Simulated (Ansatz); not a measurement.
A structure relaxed at PBE0-D4/def2-TZVP, charge 0, multiplicity 1:

| atom | x (Å) | y (Å) | z (Å) |
| --- | --- | --- | --- |
| C1 | -0.9086 | 0.7822 | -0.7383 |
| C2 | 0.2083 | 0.4186 | -0.1387 |
| Br3 | 1.7506 | 1.5135 | -0.1331 |
| C4 | 0.4387 | -0.8555 | 0.6026 |
| F5 | -0.6899 | -1.6388 | 0.5896 |
| H6 | -1.7618 | 0.1153 | -0.7099 |
| H7 | -1.0002 | 1.7258 | -1.2582 |
| H8 | 1.2585 | -1.4172 | 0.1424 |
| H9 | 0.7045 | -0.6440 | 1.6436 |

(1) Give its formula and SMILES.

(2) Point group (tolerance 0.08 Å, 0.16 Å for H)?

(3) Summarise the bond lengths by kind.

Answers

(1) C3H4BrF, `C=C(Br)CF`.

(2) Cs.

(3) 2 × C–C 1.319 to 1.492 Å; 4 × C–H 1.081 to 1.095 Å; 1 × Br–C 1.891 Å; 1 × C–F 1.374 Å.

All numbers were calculated with Ansatz.
